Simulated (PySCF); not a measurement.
Te²⁺: excitation energy

Te²⁺ [Kr] 4d10 5s2 5p2 (3P) → Te²⁺ [Kr] 4d10 5s1 5p2 6s1 (5P), as a difference of total energies. Calculation: PySCF 2.14, in dyall-av2z; the non-relativistic Hamiltonian (point nucleus). Correlated levels: valence: [Kr] 4d10 frozen; virtual orbitals above 40 to 60 times the deepest correlated orbital energy dropped. The calculations carry no spin-orbit coupling.

```csv
method,excitation energy (eV)
UHF,18.575
MP2 (valence),19.330
SCS-MP2 (valence),19.657
CCSD (valence),19.476
CCSD(T) (valence),19.453
```

Q: How much does correlation contribute at CCSD(T) (valence)?

A: 19.453 − (18.575) = 0.878 eV, measured against UHF.

The promoted electron is Rydberg-like, and one or two diffuse shells describe it only roughly, which tends to raise the upper state.

The coupled-cluster amplitudes are large for the upper state (T1 above 0.03 or a double amplitude above 0.15), so a single reference is strained.
